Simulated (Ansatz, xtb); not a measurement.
**Relative energy of two isomers of C3H7BO2**

We compare X, `B[C@@]1(OC)CO1`, a singlet, with Y, `B[C@@H]1O[C@H]1OC`, a singlet. Both are isolated molecules in the gas phase, relaxed with B3LYP-D3(BJ)/def2-SVP; the shapes shown needn't be the lowest conformers.

X (Å):

```yaml
atoms:
  - { symbol: C, position_ang: [0.1780, 0.9963, 1.7495] }
  - { symbol: C, position_ang: [0.7940, -1.2399, 1.3194] }
  - { symbol: C, position_ang: [1.3305, 1.7048, 2.4247] }
  - { symbol: B, position_ang: [-0.2511, 1.5615, 0.3693] }
  - { symbol: O, position_ang: [0.0173, -0.3423, 2.0786] }
  - { symbol: O, position_ang: [0.0117, 1.8317, 2.8825] }
  - { symbol: H, position_ang: [-0.3063, 2.7552, 0.2338] }
  - { symbol: H, position_ang: [-0.4484, 0.8334, -0.5689] }
  - { symbol: H, position_ang: [0.5333, -1.2184, 0.2456] }
  - { symbol: H, position_ang: [1.8768, -1.0260, 1.4166] }
  - { symbol: H, position_ang: [0.5978, -2.2489, 1.7076] }
  - { symbol: H, position_ang: [1.7905, 2.6068, 2.0001] }
  - { symbol: H, position_ang: [1.9859, 1.0573, 3.0226] }
```

Y (Å):

```
atom    x (Å)    y (Å)    z (Å)
   C  -0.5054   0.7904   0.1878
   C   0.7754   0.3452   0.8820
   C   1.1689   0.9534   3.0989
   B  -1.5765  -0.2709  -0.0871
   O   0.8172   0.6716  -0.4354
   O   1.4028   1.2156   1.7321
   H  -1.2780  -1.3072  -0.6255
   H  -2.7026  -0.0955   0.3095
   H  -0.7487   1.8324   0.4306
   H   0.9233  -0.7177   1.1422
   H   1.7732   1.6654   3.6763
   H   0.1031   1.0899   3.3628
   H   1.4687  -0.0753   3.3761
```

Quicker runs give these differences E(Y) − E(X): GFN2-xTB −3.3 kcal/mol; HF/STO-3G −1.2 kcal/mol (at GFN2-xTB geometries); r2SCAN-D4/def2-SVP −4.2 kcal/mol (at GFN2-xTB geometries).

Q: Estimate E(Y) − E(X) at the level CCSD(T)/def2-SVP + ΔMP2/def2-TZVPP.

A: Calculated at CCSD(T)/def2-SVP + ΔMP2/def2-TZVPP: E(Y) − E(X) = −3.2 kcal/mol, so structure Y lies lower.

The same difference at several levels:

```
                             level               geometry  E(Y) − E(X) (kcal/mol)  departure from the last row (kcal/mol)  job, with rough time for the two
                          GFN2-xTB               GFN2-xTB                      −3.3                                     0.0              optimisation, 0.97 s
                         HF/STO-3G               GFN2-xTB                      −1.2                                    +2.1               single point, 1.8 s
                r2SCAN-D4/def2-SVP               GFN2-xTB                      −4.2                                    −1.0                single point, 10 s
             B3LYP-D3(BJ)/def2-SVP  B3LYP-D3(BJ)/def2-SVP                      −3.9                                    −0.6             optimisation, 2.5 min
                       HF/def2-SVP  B3LYP-D3(BJ)/def2-SVP                      −3.9                                    −0.7           part of the CCSD(T) run
                      MP2/def2-SVP  B3LYP-D3(BJ)/def2-SVP                      −3.6                                    −0.4           part of the CCSD(T) run
                  CCSD(T)/def2-SVP  B3LYP-D3(BJ)/def2-SVP                      −3.4                                    −0.2                      single point
CCSD(T)/def2-SVP + ΔMP2/def2-TZVPP  B3LYP-D3(BJ)/def2-SVP                      −3.2                                                     single point, 2.2 min
```

As drawn, both hold the same kinds of bond in the same numbers.

None of the levels shown reverses the order. The largest departure from CCSD(T)/def2-SVP + ΔMP2/def2-TZVPP is that of HF/STO-3G, 2.1 kcal/mol. The last row adds to CCSD(T) the change of the MP2 difference between the two basis sets, here +0.2 kcal/mol.

With thermal terms from frequencies at re-optimised GFN2-xTB minima (ideal gas, soft modes damped towards free rotors, one conformer each, 298.15 K, 1 atm): the zero-point term adds +0.3 kcal/mol; ΔH is −3.0 and ΔG −3.2 kcal/mol.

The correlated steps freeze 6 core orbitals. Codes used: Ansatz 0.2.0, xtb 6.7.1; the last row on 2 threads of Intel(R) Xeon(R) Processor @ 2.50GHz (Skylake/Cascade Lake) on a shared host.
